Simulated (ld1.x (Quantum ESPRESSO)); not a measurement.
**How hard is this Sr TM potential?**

```
Element                 : Sr
Generator               : ld1.x (Quantum ESPRESSO) 7.5
Type                    : norm-conserving Troullier–Martins (Kleinman–Bylander form)
Functional              : BP86
Relativity              : scalar-relativistic
Frozen core             : [Ar] 3d10 4s2
Valence charge          : 8
Reference configuration : 4p6 4d0 5s1 5p1
Partial waves           : 5s (bound): rc 3.80 bohr; 4p (bound): rc 1.85 bohr; 4d (bound, empty): rc 2.35 bohr
Local potential         : all-electron potential smoothed inside 2.50 bohr (lloc = -1)
Core correction         : a·sin(br)/r model core inside 1.25 bohr
```

Occupied shells without a wave of their own: 5p. They enter only through the test configuration that unscreens the potential, and ld1.x also counts them in the model core charge.

The pseudo-atom Hamiltonian at the reference potential is diagonalised in spherical Bessel functions j_l(qr) that vanish at 20 bohr, with q² up to the cutoff. All-electron valence levels (Ry): 5s -0.3168, 4p -1.7777, 5p -0.1404, 4d -0.1684.

Problem. How do the lowest levels (Ry) of each channel move with the cutoff, and are there ghosts?

Solution.

| cutoff (Ry) | s #1 | s #2 | p #1 | p #2 | d #1 | f #1 | f #2 | Σ f·Δε (mRy) |
| --- | --- | --- | --- | --- | --- | --- | --- | --- |
| 8 | -1.2868 | -0.3166 | -1.6726 | -0.1307 | -0.1136 | 0.0731 | 0.1741 | 641.0 |
| 10 | -1.3788 | -0.3167 | -1.7376 | -0.1366 | -0.1327 | 0.0731 | 0.1740 | 245.3 |
| 15 | -1.4255 | -0.3167 | -1.7704 | -0.1404 | -0.1578 | 0.0731 | 0.1740 | 44.2 |
| 18 | -1.4302 | -0.3168 | -1.7705 | -0.1405 | -0.1655 | 0.0731 | 0.1740 | 43.6 |
| 25 | -1.4315 | -0.3168 | -1.7742 | -0.1406 | -0.1681 | 0.0731 | 0.1740 | 21.7 |
| 30 | -1.4316 | -0.3168 | -1.7765 | -0.1407 | -0.1683 | 0.0731 | 0.1740 | 7.7 |
| 35 | -1.4316 | -0.3168 | -1.7774 | -0.1407 | -0.1683 | 0.0731 | 0.1740 | 2.1 |
| 45 | -1.4316 | -0.3168 | -1.7775 | -0.1407 | -0.1684 | 0.0731 | 0.1740 | 1.3 |
| 50 | -1.4316 | -0.3168 | -1.7776 | -0.1407 | -0.1684 | 0.0731 | 0.1740 | 1.1 |
| 60 | -1.4316 | -0.3168 | -1.7777 | -0.1407 | -0.1684 | 0.0731 | 0.1740 | 0.4 |
| 70 | -1.4316 | -0.3168 | -1.7777 | -0.1407 | -0.1684 | 0.0731 | 0.1740 | 0.1 |
| 400 | -1.4316 | -0.3168 | -1.7777 | -0.1407 | -0.1684 | 0.0731 | 0.1740 | 0.0 |

Result: ghost state, extra bound levels that the all-electron valence spectrum of the same l lacks: s at -19.5 eV (a true bound ghost makes a file unfit for plane-wave use); 10 mRy is reached at 30 Ry and 1 mRy at 55 Ry.

Note: ghost state, extra bound levels that the all-electron valence spectrum of the same l lacks: s at -19.5 eV. A true bound ghost makes a file unfit for plane-wave use. ld1.x takes every shell without a wave as core, so the model core holds the 5p electrons as well and exchange and correlation see them twice. This cancels in the reference configuration, but the file is broken for other ones, and its errors say nothing about a proper core correction. Its largest configuration-test error is -543 meV.
